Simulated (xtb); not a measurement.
C₄F₆, SMILES FC(F)=C(F)C(F)=C(F)F. All values are semi-empirical tight-binding results from xtb (GFN2-xTB unless named), good for trends rather than for accurate numbers. Geometry: GFN2-xTB. Other conformers were not sampled.

Optimised geometry:

```xyz
10

F     -1.3278     2.1945     0.0000
C     -0.0561     1.8610     0.0000
F      0.7180     2.9256     0.0000
C      0.4064     0.6022     0.0000
F      1.7338     0.4151     0.0000
C     -0.4064    -0.6022     0.0000
F     -1.7338    -0.4151     0.0000
C      0.0561    -1.8610     0.0000
F      1.3278    -2.1945     0.0000
F     -0.7180    -2.9256     0.0000
```
Charge 0, spin multiplicity 1.

Computed properties:
```yaml
point_group_as_xtb_finds_it: C2h
orbital_gap: 3.34 eV
dipole_moment: 0.00 D
zero_point_energy: 22.8 kcal/mol
G − E(el) at 298.15 K (modified RRHO): 1.0 kcal/mol
static polarisability (D4 model): 54.8 bohr³
solvation energy, GFN2-xTB/ALPB(water): 1.1 kcal/mol
solvation energy, GFN2-xTB/ALPB(ether): -2.0 kcal/mol
```

Problem. Give the IR lines (harmonic; lines under 4 % of the strongest left out, lines within 3 cm⁻¹ merged). (The exact figures need the calculation; the answer reports its results.)

Solution. ν (cm⁻¹): 325 (w), 467 (w), 933 (s), 1158 (s), 1249 (vs), 1709 (vs) (against the strongest line: vs over 80 %, s over 45 %, m over 15 %, w over 4 %, vw less)

Problem. Give the atomic charges and the Wiberg bond orders between heavy atoms. (The exact figures need the calculation; the answer reports its results.)

Solution. charges (e) F1 -0.14, C2 0.32, F3 -0.14, C4 0.13, F5 -0.17, C6 0.13, F7 -0.17, C8 0.32, F9 -0.14, F10 -0.14. Bond orders F1–C2 1.02, C2–F3 1.02, C2–C4 1.61, C4–F5 0.99, C4–C6 1.08, C6–F7 0.99, C6–C8 1.61, C8–F9 1.02, C8–F10 1.02.
